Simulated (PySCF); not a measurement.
# Potential energy of GePb along the bond

Set-up: basis Ge def2-SVP, Pb def2-SVP with ECP60; scalar-relativistic core potentials; PySCF 2.14. Energies in eV from Ge + Pb in their ground configurations at the same level. State: ³Σ⁻ (triplet), unpaired electrons π ↑↑.

All columns are PBE0. A positive dipole means Ge(−)Pb(+).

| R (Å) | E (eV) | μ (D) | Mulliken charge on Ge (basis-dependent) | HOMO (eV) | LUMO (eV) | Mayer bond order | ⟨S²⟩ |
| --- | --- | --- | --- | --- | --- | --- | --- |
| 2.383 | -2.021 | 1.02 | -0.07 | -5.06 | -3.45 | 1.93 | 2.00 |
| 2.489 | -2.317 | 1.13 | -0.07 | -5.08 | -3.30 | 1.95 | 2.00 |
| 2.569 | -2.422 | 1.20 | -0.07 | -5.08 | -3.20 | 1.95 | 2.00 |
| 2.648 | -2.452 | 1.26 | -0.07 | -5.08 | -3.11 | 1.96 | 2.00 |
| 2.727 | -2.424 | 1.31 | -0.08 | -5.06 | -3.03 | 1.97 | 2.00 |
| 2.833 | -2.320 | 1.37 | -0.08 | -5.03 | -2.94 | 1.98 | 2.00 |
| 2.966 | -2.116 | 1.43 | -0.08 | -4.98 | -2.85 | 1.98 | 2.00 |
| 3.125 | -1.809 | 1.49 | -0.08 | -4.90 | -2.77 | 1.99 | 2.00 |

A fit through these points gives, at Re = 2.646 Å, μ = 1.26 D and dμ/dR = 0.722 D/Å; the reduced mass is 54.54 u.

Q: How strong is the fundamental in the double-harmonic approximation, I = 42.26·(dμ/dR)²/μred km/mol?

A: I = 42.26·(0.722)²/54.54 = 0.404 km/mol at PBE0.

Spin–orbit coupling is left out, which matters for elements this heavy, above all for dissociation energies. The state was picked by a PBE0 search and need not be the measured ground state.
